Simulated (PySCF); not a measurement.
AlBrH₂O, SMILES [OH][AlH][Br]. Atoms are numbered in the order given.

```xyz
5

Al    -0.5630    -1.1098     0.0000
H     -2.0761    -1.5021     0.0000
Br     0.0882     1.0511     0.0000
O      0.5956    -2.3349     0.0000
H      1.5417    -2.1802     0.0000
```
Charge 0, spin multiplicity 1.

Geometry optimised at r2SCAN-D4/def2-TZVP. Other conformers were not sampled.

Computed with TDA-B3LYP/def2-SVPD (PySCF).

Vertical excitations. Gas-phase values at a fixed geometry. State labels are in the subgroup Cs.

Computed UV-visible absorptions:
```
state  symmetry  energy (eV)  λ (nm)      f                                                                 main pairs
-----  --------  -----------  ------  -----  -------------------------------------------------------------------------
S1           A"         6.09     204  0.001                                                             HOMO→LUMO 99 %
S2           A'         6.48     191  0.038                                         HOMO→LUMO+1 72 %, HOMO−1→LUMO 24 %
S3           A"         6.64     187  0.026                                                         HOMO−1→LUMO+1 97 %
S4           A'         6.68     186  0.049                                         HOMO−1→LUMO 66 %, HOMO→LUMO+1 25 %
S5           A"         6.93     179  0.010                                                           HOMO−2→LUMO 96 %
S6           A'         7.52     165  0.074  HOMO−2→LUMO+1 48 %, HOMO→LUMO+2 19 %, HOMO−3→LUMO 19 %, HOMO−4→LUMO+1 9 %
S7           A"         7.56     164  0.027                                       HOMO−3→LUMO+1 56 %, HOMO−4→LUMO 41 %
S8           A'         7.68     161  0.025                     HOMO−3→LUMO 61 %, HOMO−2→LUMO+1 17 %, HOMO→LUMO+2 10 %
S9           A"         7.70     161  0.091                                       HOMO−4→LUMO 55 %, HOMO−3→LUMO+1 38 %
S10          A'         7.89     157  0.190                    HOMO→LUMO+2 55 %, HOMO−2→LUMO+1 15 %, HOMO−4→LUMO+1 9 %
T1           A"         5.93     209      0                                                             HOMO→LUMO 95 %
T2           A'         6.02     206      0                                                           HOMO−1→LUMO 98 %
T3           A'         6.18     201      0                                                           HOMO→LUMO+1 94 %
T4           A"         6.36     195      0                                       HOMO−1→LUMO+1 78 %, HOMO−2→LUMO 17 %
```
Triplets are in the Tamm–Dancoff approximation.
